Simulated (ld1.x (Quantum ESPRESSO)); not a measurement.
lutetium: variants of one ultrasoft potential

Base potential:

ld1.x (Quantum ESPRESSO) 7.5 input, shortened:

```
&input
   title='Lu', zed=71., rel=1, dft='PZ', iswitch=3,
   config='[Xe] 4f14 5d0 6s0 6p0'
 /
 &inputp
   pseudotype=3, tm=.true., lloc=-1, rcloc=0.75,
   nlcc=.false.,
   which_augfun='PSQ', rmatch_augfun_nc=.true.
 /
8
5S  1  0   2.00   0.00  1.60  2.10  0.0
6S  2  0   0.00   0.00  1.60  2.10  0.0
5P  2  1   6.00   0.00  1.75  1.90  0.0
6P  3  1   0.00   0.00  1.75  1.90  0.0
5D  3  2   0.00   0.00  2.15  2.60  0.0
5D  3  2   0.00   1.95  2.15  2.60  0.0
4F  4  3  14.00   0.00  0.70  0.90  0.0
4F  4  3   0.00  -1.95  0.70  0.90  0.0
 &test
   configts(1)='4f14 5s2 5p6 5d0 6s0 6p0'
 /
```

Cutoffs, loose and tight: the cutoffs (Ry, on a coarse ladder) from which the occupation-weighted sum of valence levels, in a spherical-Bessel basis at the reference potential, stays within 10 and 1 mRy of its value at 400 Ry. They do not see the model core or the augmentation charge, which bear on the density cutoff. Test errors are all-electron minus pseudo excitation energies from the reference, over the configurations 4f14 5s2 5p6 5d1 6s2 6p0; 4f14 5s2 5p6 5d1 6s1 6p0; 4f14 5s2 5p6 5d1 6s0 6p0; 4f13 5s2 5p6 5d2 6s2 6p0; 4f14 5s2 5p6 5d1.5 6s1.5 6p0; 4f14 5s2 5p6 5d1 6s0 6p2; 4f13 5s2 5p6 5d0 6s0 6p0 (two spin-polarised tests are not counted in the largest error). A dash means not determined; rows that change the core or the reference have their own tests. The largest error is taken over the tests solved by every variant that gives reliable tests at all: 4f14 5s2 5p6 5d1 6s0 6p0; 4f14 5s2 5p6 5d1 6s1 6p0; 4f14 5s2 5p6 5d1 6s2 6p0.

A true bound ghost makes a file unfit for plane-wave use even where its test errors are small: the radial tests pick states by their node count and pass the ghost by.

Cutoffs are not given where the Bessel-basis levels miss the radial ones by over 6 mRy, ghosts where they miss by over 20 mRy; a channel whose overlap is not positive is not tested.

A file whose overlap is not positive is unfit for use, and its test errors describe a broken file.

| change | outcome | bound ghosts | largest test error (meV) |
| --- | --- | --- | --- |
| base | generated, overlap not positive | not determined (overlap not positive) | -45 |
| waves 5p (bound): rcut 1.22, rcutus 1.30 bohr; 6p (bound): rcut 1.22, rcutus 1.30 bohr | generated, overlap not positive | p (s not tested, overlap not positive) | -31 |
| waves 5p (bound): rcut 1.36, rcutus 1.44 bohr; 6p (bound): rcut 1.36, rcutus 1.44 bohr | generated, overlap not positive | p (s not tested, overlap not positive) | -31 |
| waves 5p (bound): rcut 1.66, rcutus 1.76 bohr; 6p (bound): rcut 1.66, rcutus 1.76 bohr | generated, overlap not positive | p (s not tested, overlap not positive) | -34 |
| waves 5p (bound): rcut 1.75, rcutus 2.38 bohr; 6p (bound): rcut 1.75, rcutus 2.38 bohr | generated, overlap not positive | not determined (overlap not positive) | -56 |
| waves 5p (bound): rcut 1.75, rcutus 2.62 bohr; 6p (bound): rcut 1.75, rcutus 2.62 bohr | generated, overlap not positive | p (s not tested, overlap not positive) | -32 |
| waves 5p (bound): rcut 1.75, rcutus 2.80 bohr; 6p (bound): rcut 1.75, rcutus 2.80 bohr | generated, overlap not positive | p (s not tested, overlap not positive) | -32 |

Problem. What comes out with this change to the base: waves 5p (bound): rcut 1.75, rcutus 2.10 bohr; 6p (bound): rcut 1.75, rcutus 2.10 bohr?

Solution. outcome: generated, overlap not positive; bound ghosts: not determined (overlap not positive); largest test error (meV): -40. A file whose overlap is not positive is unfit for use, and its test errors describe a broken file.

Problem. What comes out with this change to the base: waves 5p (bound): rcut 1.75, rcutus 1.98 bohr; 6p (bound): rcut 1.75, rcutus 1.98 bohr?

Solution. outcome: generated, overlap not positive; bound ghosts: not determined (overlap not positive); largest test error (meV): -34. A file whose overlap is not positive is unfit for use, and its test errors describe a broken file.

Reading the sweep of the p radius (base included, trends over the rows without a ghost): Bound ghosts are found at 1.3, 1.44, 1.76, 2.62, 2.8 bohr. Every judged row has one, so this setting neither creates nor removes them.
